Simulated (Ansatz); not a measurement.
A structure relaxed at PBE0-D4/def2-TZVP, charge 0, multiplicity 1:

```xyz
12

C    -1.107    0.839    0.750
O    -0.986   -0.587    0.799
C     0.353   -1.046    0.687
Si    1.036   -0.629   -1.066
Al   -0.345    1.361   -1.015
H    -2.174    1.054    0.857
H    -0.610    1.293    1.623
H     0.984   -0.598    1.471
H     0.322   -2.122    0.870
H     2.520   -0.476   -1.068
H     0.685   -1.726   -2.012
H    -0.678    2.637   -1.897
```

**Question.** Give its formula and SMILES.

**Answer.** C2H7AlOSi, `[CH2]1OC[SiH2][AlH]1`.

**Question.** Summarise the bond lengths by kind.

**Answer.** 2 × C–O 1.420 to 1.432 Å; 1 × Al–C 1.992 Å; 4 × C–H 1.092 to 1.102 Å; 1 × C–Si 1.927 Å; 1 × Al–Si 2.423 Å; 2 × H–Si 1.490 to 1.492 Å; 1 × Al–H 1.587 Å.

All numbers were calculated with Ansatz.
